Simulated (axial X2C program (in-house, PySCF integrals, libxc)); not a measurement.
## Which molecule has these constants?

All values come from calculations with an in-house all-electron X2C program for linear molecules (integrals from PySCF), spin-free (one-electron X2C) or two-component (2c: spin–orbit coupling with atomic mean-field Coulomb and Gaunt terms, which also bring small scalar terms), in Dyall basis sets with cores contracted in-house; open shells are unrestricted.

A two-component PBE0 calculation in a Dyall 3-zeta basis gave Re = 1.851 Å, ωe = 719.3 cm⁻¹, Ω = 1/2.

Question: Which molecule is it?
A. SbF⁺
B. SbBr⁺
C. SbCl⁺

Answer: A. The others have SbBr⁺ 2.380 Å and 314.5 cm⁻¹ (Ω = 1/2); SbCl⁺ 2.243 Å and 448.5 cm⁻¹ (Ω = 1/2).

Each entry is the lowest single determinant of a limited PBE0 search at one distance. De goes to single-determinant-based atoms at the same level (for ions the charge split of lowest energy) and is withheld (n/a) where an atom does not fit its ground term or J level. Main or longest-lived isotopes. The functionals have no current term, which raises determinants with orbital currents.
